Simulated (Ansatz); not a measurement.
`O[SiH2]/N=C/F` and `C[SiH2]/N=C/F` differ in one atom or group.

Ansatz, PBE0-D4/def2-TZVP geometries, multiplicity 1. Each molecule was computed in one conformer, which needn't be the lowest.

```csv
property,`O[SiH2]/N=C/F`
HOMO energy (ωB97M-V/def2-TZVPP) / eV,-10.61
HOMO energy (PBE/def2-TZVPP) / eV,-6.82
HOMO energy (B3LYP/def2-TZVPP) / eV,-8.05
LUMO energy (ωB97M-V/def2-TZVPP) / eV,1.44
size of the dipole moment (PBE/def2-TZVPP) / D,0.55
HOMO–LUMO gap (PBE0/def2-TZVPP) / eV,7.53
```

Q: Give the same properties after the change, and the shifts. (Estimate.)

A: Computed: 
| property | `C[SiH2]/N=C/F` | shift |
| --- | --- | --- |
| HOMO energy (ωB97M-V/def2-TZVPP) / eV | -10.41 | 0.20 |
| HOMO energy (PBE/def2-TZVPP) / eV | -6.63 | 0.19 |
| HOMO energy (B3LYP/def2-TZVPP) / eV | -7.85 | 0.20 |
| LUMO energy (ωB97M-V/def2-TZVPP) / eV | 1.72 | 0.28 |
| size of the dipole moment (PBE/def2-TZVPP) / D | 1.85 | 1.30 |
| HOMO–LUMO gap (PBE0/def2-TZVPP) / eV | 7.57 | 0.04 |

With PBE0 the HOMO rises by 0.20 eV and the LUMO rises by 0.25 eV, so the gap widens by about 0.05 eV. PBE moves the HOMO by 0.19 eV and ωB97M-V by 0.20 eV. The zero-point energy changes by 58.4 kJ/mol with +6 modes. Dipoles are sizes alone; their direction can turn.

B3LYP here is the variant with VWN-RPA as its local correlation; programs differ in this.
